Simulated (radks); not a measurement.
Values are calculated unless marked as measured or tabulated.
All-electron atom: the cerium ion Ce5+ in [Kr] 4d10 5s2 5p5 (the NIST ground configuration).

Code: a radial shooting solver on a logarithmic mesh with Libxc functionals. Model: scalar-relativistic Kohn-Sham, LB94 model potential, spin-polarised, spherical densities, finite nucleus; open shells are filled with parallel spins first (spin-orbit coupling, left out, can overturn this in heavy ions); Fermi nuclear charge, rms radius 4.8771 fm.

Energy parts (hartree):
part                   energy
kinetic             9412.3370
electron-nucleus  -21366.3138
Hartree             3306.4850
(The LB94 potential has no energy functional, so no total or exchange-correlation energy is given.)

Orbitals (lengths in bohr, moments of r in powers of bohr; r(max) is where P^2 peaks):
orbital  occ.  eigenvalue (hartree)      <r^4>   r(max)      <r>      <r^2>
1s down     1             -1488.495  1.763e-06  0.01573  0.02454  0.0008183
1s up       1             -1488.495  1.763e-06  0.01573  0.02454  0.0008183
2s up       1             -241.0006  0.0002904  0.08898   0.1050    0.01301
2s down     1             -240.9988  0.0002904  0.08898   0.1050    0.01301
2p up       3             -216.3161  0.0002122  0.07158  0.09214    0.01036
2p down     3             -216.3135  0.0002122  0.07158  0.09214    0.01036
3s up       1             -54.21261    0.01178   0.2548   0.2783    0.08838
3s down     1             -54.21092    0.01178   0.2548   0.2783    0.08839
3p up       3             -46.33643    0.01227   0.2494   0.2761    0.08828
3p down     3             -46.33469    0.01227   0.2494   0.2761    0.08828
3d up       5             -35.10382    0.01015   0.2050   0.2529    0.07530
3d down     5             -35.10233    0.01015   0.2050   0.2529    0.07530
4s up       1             -12.90352     0.2998   0.5920   0.6353     0.4550
4s down     1             -12.89993     0.3004   0.5920   0.6356     0.4554
4p up       3             -10.33344     0.3882   0.6181   0.6713     0.5115
4p down     3             -10.33141     0.3893   0.6182   0.6717     0.5121
4d down     5              -6.62300     0.6167   0.6504   0.7336     0.6218
4d up       5              -6.62222     0.6152   0.6500   0.7330     0.6208
5s up       1              -3.69503      7.455    1.322    1.430      2.288
5s down     1              -3.69235      7.351    1.318    1.424      2.271
5p up       3              -2.97417      11.91    1.469    1.602      2.878
5p down     2              -2.96533      11.77    1.462    1.596      2.858

The highest occupied level is 5p down at -80.691 eV. Summed over all electrons, <r^2> = 30.65 bohr^2, which gives a Langevin (diamagnetic) susceptibility term of -24.3 x 10^-6 cm^3/mol. Spin moment in Bohr magnetons: 1. The density falls to 0.001 e/bohr^3 at r = 3.17 bohr. The electron density at the nucleus is 3.978e+05 e/bohr^3 (large components only).
